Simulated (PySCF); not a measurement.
Species: Si(CN)Cl3, CCl₃NSi.
Structure used (PBE0-D3(BJ)/def2-SVP), in Å, numbered top down from 1:
```
atom  x, y, z in Å
Si1    0.006   -0.020   -0.502
C2     0.018    0.006    1.337
N3     0.025    0.012    2.496
Cl4    1.932   -0.030   -1.142
Cl5   -0.959    1.641   -1.158
Cl6   -0.958   -1.704   -1.101
```

Method used: PBE0-D3(BJ)/def2-SVP geometry optimisation, gas phase in PySCF 2.14.0.

Take the most abundant isotopes and a rigid rotor. 

Problem. What are A, B and C (MHz)?

Solution. Ia = 390.44, Ib = 403.21, Ic = 404.03 u·Å²; 505379 MHz·u·Å²/I gives A = 1294, B = 1253, C = 1251 MHz.

Problem. What kind of rotor is it?

Solution. A prolate symmetric top, as the point group C3v requires two equal moments; the computed ones differ by 0.20 % because the geometry is symmetric only within the optimiser's tolerance; Ray's κ = -0.882.

Problem. Where do the R-branch lines fall?

Solution. The dipole of 2.20 D lies along the symmetry axis, so ΔK = 0 and J+1 ← J falls at 2B(J+1) for every K: 2.50 GHz, 5.01 GHz, 7.51 GHz, 10.02 GHz, 12.52 GHz for J = 0 to 4.

PBE0-D3(BJ)/def2-SVP frequencies: not computed here. Constants of a rigid frame at the computed geometry: no zero-point averaging, no centrifugal distortion.
